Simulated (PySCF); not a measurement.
H2Te, SMILES [TeH2+], charge +1, multiplicity 2. Geometry optimised at PBE-D3(BJ)/def2-TZVPD. The def2 effective core potentials stand for the cores of Te; spin–orbit coupling is left out.

Method: PBE-D3(BJ)/def2-TZVPD (PySCF 2.14.0).

Harmonic wavenumbers (cm⁻¹): 849, 2049, 2055. Rotational constants (GHz): 179.0, 177.8, 89.21; symmetry number 2.

Work out the zero-point energy and the ideal-gas rigid-rotor harmonic-oscillator thermochemistry at 298.15 K and 1 atm.

ZPE = ½ Σ hcν = ½ × 4954 cm⁻¹ = 29.63 kJ/mol. H − E(el) = 39.72 kJ/mol. Entropy in J/(mol K): translation 169.42, rotation 58.63, vibration 0.72, spin 5.76, total 234.53. G − E(el) = -30.20 kJ/mol. Cp = 35.74 J/(mol K).
